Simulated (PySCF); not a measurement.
F₄Ge, singlet, at a GFN2-xTB geometry.

Input for PySCF:
```python
from pyscf import gto, scf, dft

mol = gto.M(
    atom='''
F     1.28249365   -1.06843622   -0.11172530
Ge   -0.00000000   -0.00000000   -0.00000000
F     0.58041552    1.56903814    0.00809899
F    -1.01772117   -0.21135552   -1.31087792
F    -0.84518800   -0.28924641    1.41450423
''',
    basis='3-21g',
    verbose=4,
)

mf = dft.RKS(mol)
mf.xc = 'r2scan'
mf.kernel()
```

Task: What does this run give for the nuclear repulsion energy, dipole moment, number of basis functions, total energy, HOMO-LUMO gap, Mulliken (on the basis functions themselves) charges in atom order?

Result: 
| Property | Value |
|---|---|
| nuclear repulsion energy | 458.5272 Eh |
| dipole moment | 0.00 D |
| number of basis functions | 58 |
| total energy | -2464.0736 Eh |
| HOMO-LUMO gap | 8.20 eV |
| Mulliken (on the basis functions themselves) charges in atom order | F1 -0.39, Ge2 1.55, F3 -0.39, F4 -0.39, F5 -0.39 |
